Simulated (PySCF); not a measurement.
# Ag2S: one-bond stretch

Computed with PySCF, PBE0, basis S def2-TZVP, Ag def2-TZVP with ECP28 (scalar-relativistic core potentials, no spin–orbit coupling, density fitting).

Rigid scan from the singlet minimum (Ag–Ag 3.045 Å, S–Ag 2.300 Å (×2); Ag–Ag–S 48.5° (×2), Ag–S–Ag 82.9°). Coordinate: the bond from S to the last atom (Ag) scaled, the rest fixed. Energies in kJ/mol from the minimum.

```csv
scale of one bond,E (kJ/mol),dipole size (D)
0.92,21.4,4.77
0.96,4.7,4.88
1.00,0.0,4.99
1.05,5.5,5.13
1.12,25.5,5.33
1.20,56.6,5.55
1.35,119.1,5.94
1.55,190.1,–
1.80,252.3,–
2.20,306.5,–
```

At long bonds a restricted determinant can lie too high, and another spin state can fall below this curve.

The scan took 16 s on 2 threads of a shared Arm Neoverse V2 host; the process peaked at 1 GiB. Launch command: `OMP_NUM_THREADS=2 python axn.py task.json out`.
